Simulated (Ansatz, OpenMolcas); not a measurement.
# A correction line for HF/3-21G: atomisation enthalpy at 298 K

The atomisation enthalpy at 298 K in kJ/mol of 8 molecular compounds of B: x at HF/3-21G, y from tabulated heats of molecules and atoms (NIST-JANAF tables). Shapes, held fixed at every level: PBE0-D4/def2-TZVP. Computed values hold a harmonic thermal term (PBE0-D4/def2-TZVP) and the atoms' spin-orbit lowering. Programs: OpenMolcas 26.06.

| molecule | x (kJ/mol) | y (kJ/mol) |
| --- | --- | --- |
| BI3 (boron triiodide) | 432 | 819 |
| BBr2Cl (dibromo(chloro)borane) | 709 | 1187 |
| BCl3 (boron trichloride) | 799 | 1337 |
| BCl2F (dichlorofluoroborane) | 997 | 1537 |
| BBrF2 (SMILES FB(F)Br) | 1138 | ? |
| BClF2 (chlorodifluoroborane) | 1195 | 1736 |
| BF3 (boron trifluoride) | 1394 | 1944 |
| B(OH)F2 (difluorohydroxyborane) | 1554 | 2280 |

Task: Fit y = c + s·x to the known rows and predict y for BBrF2.

Result: 
1. Means of the 7 rows: x = 1011.43, y = 1548.6.
2. Σ(Δx)² = 946978, Σ(Δx·Δy) = 1159733, so the slope is 1159733/946978 = 1.2247.
3. Intercept: 1548.6 − (1.2247) × 1011.43 = 309.9. The largest residual of the fit is 73.
4. BBrF2: 309.9 + 1.2247 × 1138 = 1704 kJ/mol.

The tabulated heats give 1661 kJ/mol, so the prediction is off by +43 kJ/mol, within the largest residual. Uncorrected, HF/3-21G misses BBrF2 by -523 kJ/mol, and the other rows by 537 on average. With references in doubt, neither the misses nor the line can be laid on the level alone. Hartree–Fock lacks correlation, which doesn't scale simply with the atomisation energy. Left out in turn, the other rows are missed by 56 kJ/mol on average. The molecules' own spin-orbit lowering is left out, so errors for iodides read a little too negative. The tabulated values of BI3, BBr2Cl, BCl2F, BBrF2, BClF2, B(OH)F2 are in doubt (older tables, estimates, or at odds with other calculations) and kept here. All-electron rows are non-relativistic unless named. Relativity is left out for Br.
